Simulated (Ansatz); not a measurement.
C2H7AlOS, singlet, geometry from GFN2-xTB (such geometries of metal compounds can be far from the true shape); MP2/def2-SV(P) (Ansatz, a program for electronic structure).

Here is a job for Ansatz.
Ansatz 0.2 input:
```yaml
crystal:
  periodic: [false, false, false]
  atoms:
    - {symbol: Al, position_ang: [-0.31288910, 0.15986218, 0.16760222]}
    - {symbol: C, position_ang: [-2.03345887, 0.90646813, 0.83338643]}
    - {symbol: H, position_ang: [-2.77866061, 0.11636289, 0.94289705]}
    - {symbol: H, position_ang: [-2.44324423, 1.61957350, 0.11576668]}
    - {symbol: H, position_ang: [-1.94886335, 1.41503146, 1.79478930]}
    - {symbol: O, position_ang: [-0.18170610, -0.59062154, -1.29110048]}
    - {symbol: C, position_ang: [-0.08422271, -1.22308134, -2.53522749]}
    - {symbol: H, position_ang: [-0.42722601, -2.25669447, -2.45277496]}
    - {symbol: H, position_ang: [-0.70416088, -0.69982701, -3.26682068]}
    - {symbol: H, position_ang: [0.95299827, -1.21797039, -2.87666034]}
    - {symbol: S, position_ang: [1.54055017, 0.28983728, 1.35987059]}
    - {symbol: H, position_ang: [0.92765092, 0.93257090, 2.34589497]}
basis:
  gaussian:
    orbitals: def2-SV_P_.json
magnetization: {spin_polarized: false}
correlation: {method: mp2}
```
The basis file holds def2-SV(P) in the JSON format of the Basis Set Exchange.

It wrote (shortened):

```
Functional definition: HF
958 factors; integrals over basis functions are off by at most 9.9e-4 eV
mean field evaluation 1: about -21598.2102 eV, gradient 3.8e1 eV
mean field evaluation 2: about -21598.8975 eV, gradient 3.9e1 eV
mean field evaluation 4: about -21602.5540 eV, gradient 4.0e0 eV
mean field evaluation 8: about -21602.6403 eV, gradient 2.0e-1 eV
mean field evaluation 16: about -21602.6406 eV, gradient 1.1e-6 eV
mean field -21602.64061882 eV, -793.8823999458 hartree, gradient 1.1e-6 eV, S^2 0.000000; 0 other end points of the search recorded, 0 dependent functions left out
13 core orbitals not correlated
reference -21602.64061882 eV, -793.8823999458 hartree; 15, 15 occupied and 64, 64 virtual orbitals, 958 factors
second order -16.51816677 eV of doubles, -0.00000000 eV of singles
Total energy: -21619.15878558 eV, -794.4894313781 hartree
```
